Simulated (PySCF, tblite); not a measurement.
Isomers of C7H11S (doublet state), one GFN2-xTB conformer each. Single-point energies are computed at B3LYP/pcH-1 (PySCF, gas phase, no added dispersion term), electronic only. GFN2-xTB treats the open shell by occupation alone, and not every SCF solution was tested for stability.

```tsv
SMILES	GFN2-xTB relative energy (kcal/mol)
SC[C@@H]1[CH][C@H]2C[C@H]2C1	0.0
C=C/[C]=C\CCSC	31.8
```

Conformers: `[SH:1][CH2:2][C@@H:3]1[CH:4][C@H:5]2[CH2:6][C@H:7]2[CH2:8]1` (doublet state) with H–S1–C2–C3 -64°, S1–C2–C3–C4 -173°, C2–C3–C4–C5 -138°, C3–C4–C5–C6 -53°, C4–C5–C6–C7 95°, C5–C6–C7–C8 -97°; `[CH2:1]=[CH:2]/[C:3]=[CH:4]\[CH2:5][CH2:6][S:7][CH3:8]` (doublet state) with C3–C4–C5–C6 -115°, C4–C5–C6–S7 -176°, C5–C6–S7–C8 -74°.

Problem. What does B3LYP/pcH-1 give for the same structures?

Solution. 
```csv
SMILES,B3LYP/pcH-1 E (Eh),B3LYP/pcH-1 (kcal/mol),GFN2-xTB (kcal/mol),point group
SC[C@@H]1[CH][C@H]2C[C@H]2C1,-671.49712,0.0,0.0,C1
C=C/[C]=C\CCSC,-671.48825,5.6,31.8,C1
```

Both levels put the same isomer lowest. As drawn, the lower has a three-membered ring and an S–H bond, which the higher lacks.

Problem. What happens when harmonic zero-point energies from GFN2-xTB frequencies are added?

Solution. 
```
                      SMILES  ZPE (kcal/mol)  electronic (kcal/mol)  with ZPE (kcal/mol)
SC[C@@H]1[CH][C@H]2C[C@H]2C1            97.9                    0.0                  0.0
              C=C/[C]=C\CCSC            96.2                    5.6                  3.9
```

The zero-point energies span 1.7 kcal/mol. The order is unchanged.

Problem. As an exercise, what shares would exp(−E/RT) give at 1000 K from these electronic energies alone (no entropy, no degeneracies)?

Solution. RT = 1.987 kcal/mol: SC[C@@H]1[CH][C@H]2C[C@H]2C1 94.3 %, C=C/[C]=C\CCSC 5.7 %.
